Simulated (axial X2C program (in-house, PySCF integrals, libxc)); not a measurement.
## Worked dissociation energy of RuSn: HF, scalar-relativistic

All values were computed with an axial X2C code built on PySCF integrals. Spin-free means the one-electron spin-free X2C Hamiltonian. Basis: Sn dyall-cv3z [11s12p9d4f1g], Ru dyall-cv3z [12s12p8d5f3g] (cores contracted in-house); Gaussian nuclei, density fitting, unrestricted open shells. Masses: Sn 119.902 u, Ru 101.904 u.

Molecular state: M_S = 1, Λ = 2 (beyond evenly filled blocks: σα, δ+α, δ+β, δ-α).

| Quantity | Value |
| --- | --- |
| E(Sn) (2M_S = 2, M_L = 0) | -6173.832862 hartree |
| E(Ru) (2M_S = 4, M_L = 2) | -4528.041604 hartree |
| E(RuSn) at Re | -10701.894702 hartree |
| ωe | 152.5 cm⁻¹ |
| ωexe | 0.408 cm⁻¹ |

**Question.** Work out De and D0.

**Answer.** De = -6173.832862 + (-4528.041604) − (-10701.894702) = 0.02024 hartree = 0.551 eV. The zero-point energy is ωe/2 − ωexe/4 = 76 cm⁻¹ = 0.009 eV, so D0 = 0.541 eV.

The state is one determinant whose occupation by symmetry is held fixed; it was picked as the lowest of a PBE0 search that is not exhaustive. Dissociation energies refer to the lowest single-determinant-based atoms at the same level and basis. Other states lie close and PBE0, whose exact exchange favours high spin, may order them wrongly; the determinant shown need not be the ground state. The nearest other spin-free determinant of the search, M_S = 1, Λ = 0, lies 0.14 eV up at the distance of the search. The determinant is spin-polarised beyond a pure state at some levels (its spin-free form has ⟨S²⟩ too high), which makes Re and μ there less reliable. Spin-free De lacks the spin–orbit lowering of the heavy p-block atom, a tenth of an eV or more for 4p and 5p, up to an eV for 6p and one to two eV for 7p atoms, less what an open-shell molecule gains itself.

Hartree–Fock lacks correlation and underbinds, often by eV.

Each atomic determinant is the lowest at this level and need not be a pure term. Totals compare only within one Hamiltonian and basis.
